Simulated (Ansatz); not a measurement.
Ideal-gas functions of C$_{2}$H$_{3}$F$_{2}$In, SMILES `C=[CH][In]([F])[F]` at 600 K and 1 bar, from an Ansatz frequency run at PBE0-D4/def2-TZVP.

Molar mass 179.86 g/mol, point group Cs (symmetry number 1), electronic degeneracy 1, moments of inertia 97.137, 236.462, 333.599 u Å². Harmonic wavenumbers (cm⁻¹, unscaled): 59, 67, 144, 147, 269, 466, 527, 591, 607, 1008, 1015, 1039, 1262, 1436, 1654, 3129, 3181, 3217.

Use S(trans) = R[1.5 ln M + 2.5 ln T − 1.1517]; rotational temperatures θ = 24.2544 K / I; S(rot) = R[ln(√π/σ · √(T³/θAθBθC)) + 1.5]; for each mode x = 1.438777 ν̃/T, S = R[x/(eˣ − 1) − ln(1 − e⁻ˣ)] and H = RT x/(eˣ − 1); 1 cm⁻¹ = 0.0119627 kJ/mol; R = 8.31446 J/(mol·K).

Problem. By hand: the entropy, in J/(mol·K).

Solution. Translation 188.1. Rotation: θ = 0.2497, 0.1026, 0.0727 K, giving 123.1. Vibration, mode by mode: 24.58, 23.53, 17.20, 17.03, 12.10, 7.81, 6.90, 6.08, 5.89, 2.74, 2.71, 2.59, 1.70, 1.22, 0.80, 0.04, 0.03, 0.03, in all 133.0. Electronic 0.0. Sum 444.2 J/(mol·K).

Problem. By hand: H − E and G − E in kJ/mol, counted from the electronic energy.

Solution. Zero-point energy ½ × 19818 × 0.0119627 = 118.5; thermal vibration 36.0; translation, rotation and pV give 4 RT = 20.0. H − E = 174.5 kJ/mol, and G − E = 174.5 − 600 × 444.2/1000 = -92.0 kJ/mol.

Vibration gives 30 % of the entropy, 82.3 J/(mol·K) of it from the modes under 150 cm⁻¹: soft modes count most, and the harmonic formula is weakest for them. The sum counts one conformer and one mirror image; others add a mixing term.
